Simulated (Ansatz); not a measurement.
The cluster Ge4H5⁺. Total charge 1; triplet. Geometry r2SCAN-D4/def2-SVP, that of the neutral doublet; atoms count from 1.

```csv
atom,x (Å),y (Å),z (Å)
Ge1,-0.9515,-1.2049,0.3734
Ge2,-1.5664,1.0356,1.1468
Ge3,0.7499,1.3294,0.4087
Ge4,0.7353,-0.4765,-1.2312
H5,0.1165,-0.0424,-2.5676
H6,-2.5914,1.7367,0.2138
H7,-0.0971,-1.7946,1.5420
H8,1.6042,0.7394,1.5773
H9,2.0006,-1.3228,-1.4633
```

At PBE0-D4/def2-TZVP a singlet of charge 1 lies 0.46 eV below the triplet at the same geometry. The structure comes from a short search, and lower isomers may exist.

**Question.** Estimate the Mulliken populations from the PBE0/def2-TZVP orbitals of Ansatz.

**Answer.** 
```json
{"atom": "Ge1", "charge (e)": "0.12", "spin (α − β)": "0.53"}
{"atom": "Ge2", "charge (e)": "0.12", "spin (α − β)": "0.75"}
{"atom": "Ge3", "charge (e)": "0.12", "spin (α − β)": "0.53"}
{"atom": "Ge4", "charge (e)": "0.02", "spin (α − β)": "0.02"}
{"atom": "H5", "charge (e)": "0.11", "spin (α − β)": "0.01"}
{"atom": "H6", "charge (e)": "0.12", "spin (α − β)": "0.05"}
{"atom": "H7", "charge (e)": "0.13", "spin (α − β)": "0.02"}
{"atom": "H8", "charge (e)": "0.13", "spin (α − β)": "0.02"}
{"atom": "H9", "charge (e)": "0.12", "spin (α − β)": "0.07"}
```
Mulliken values depend strongly on the basis.

**Question.** Where does the spin sit?

**Answer.** Summed by element: Ge 1.83, H 0.17, of 2 unpaired in all. Largest on single atoms: Ge2 0.75, Ge3 0.53, Ge1 0.53.

**Question.** And the Mayer bond orders between heavy atoms (over 0.3)?

**Answer.** Ge1–Ge2 0.84 (2.45 Å); Ge1–Ge3 0.38 (3.05 Å); Ge1–Ge4 0.82 (2.44 Å); Ge2–Ge3 0.84 (2.45 Å); Ge3–Ge4 0.82 (2.44 Å).
